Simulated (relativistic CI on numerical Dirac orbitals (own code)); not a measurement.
# What each ingredient does to the levels of Pr XIV

Base calculation: Dirac-Coulomb-Breit CI, separate exchange-only KLI orbitals for each configuration, a model potential for QED, unscaled Slater integrals.

CI space (outside the closed core [Ar] 3d10): 4s2.4p6.4d10, 4s2.4p6.4d9.4f, 4s2.4p6.4d9.5s, 4s2.4p5.4d10.4f, 4s2.4p6.4d9.5p, 4s2.4p6.4d9.5d, 4s.4p6.4d10.4f, 4s2.4p6.4d9.6s, 4s2.4p6.4d9.5f, 4s2.4p5.4d10.5s, 4s2.4p6.4d9.6p, 4s2.4p6.4d9.5g, 4s2.4p6.4d9.6d, 4s2.4p5.4d10.5p, 4s2.4p6.4d9.7s, 4s2.4p6.4d9.6f, 4s2.4p6.4d9.7p, 4s2.4p5.4d10.5d, 4s.4p6.4d10.5s, 4p6.4d10.4f2, 4p6.4d9.4f3, 4p6.4d9.4f2.5s, 4p5.4d10.4f3, 4p6.4d9.4f2.5p, 4p6.4d9.4f2.5d. Double excitations out of closed p, d and f shells are left out; levels of such configurations are missing from the list, as are those of other unlisted configurations, and high levels can miss mixing partners. These lack a partner that the ground configuration has and come out too high: 4s2.4p6.4d9.6s, 4s2.4p6.4d9.5f, 4s2.4p5.4d10.5s, 4s2.4p6.4d9.6p, 4s2.4p6.4d9.5g.

Variants: (1) QED terms removed. Shifts of the energy above 4s2.4p6.4d10 1S_0, in cm⁻¹, for the lowest level and the first level of each name with at least 55 % of one term (blank where a level changes its place among those of its configuration and J or its character, or is not in the variant):

| Level | Base | Δ(1) |
| --- | --- | --- |
| 4s2.4p6.4d10 1S_0 | 0 | 0 |
| 4s2.4p6.4d9.4f 3P°_0 | 901319 | -20 |
| 4s2.4p6.4d9.5s 3D_3 | 901924 | -990 |
| 4s2.4p6.4d9.4f 3P°_1 | 906626 | -33 |
| 4s2.4p6.4d9.5s 3D_2 | 907049 | -988 |
| 4s2.4p6.4d9.4f 3P°_2 | 917437 | -60 |
| 4s2.4p6.4d9.4f 3H°_6 | 931228 | -41 |
| 4s2.4p6.4d9.5s 3D_1 | 933481 | -1078 |
| 4s2.4p6.4d9.4f 3H°_5 | 934866 | -28 |
| 4s2.4p6.4d9.5s 1D_2 | 938175 | -1071 |
| 4s2.4p6.4d9.4f 3H°_4 | 949105 | -55 |
| 4s2.4p6.4d9.4f 3F°_4 | 952575 | -44 |
| 4s2.4p6.4d9.4f 3D°_1 | 959931 | -64 |
| 4s2.4p6.4d9.4f 3G°_3 | 989710 | -110 |
| 4s2.4p6.4d9.4f 1F°_3 | 1007029 | -98 |
| 4s2.4p6.4d9.5p 3P°_2 | 1077735 | -134 |
| 4s2.4p6.4d9.5p 3F°_2 | 1111835 | -214 |
| 4s2.4p6.4d9.5p 3P°_1 | 1115849 | -218 |
| 4s2.4p6.4d9.5p 3F°_4 | 1124372 | -198 |
| 4s2.4p6.4d9.5p 1P°_1 | 1132567 | -205 |
| 4s2.4p6.4d9.5p 1D°_2 | 1132638 | -196 |
| 4s2.4p6.4d9.5p 3D°_3 | 1138183 | -197 |

At this charge energies of transitions that change n are usually good to better than 1 %, and those within a shell (Δn = 0) to a few per cent. Levels and lines within the n = 5 or 6 shells can be off by up to 10 % or somewhat more, and those that change n by about 2 %, since core polarisation is missing.

Ionisation energy from the two ground configurations alone: base 349.244 eV. The NIST ASD value (theoretical) is 350 eV.

LS names give the leading component of a level, which can be under half, so a name can repeat, a term be missing and a line seem to break the LS rules.
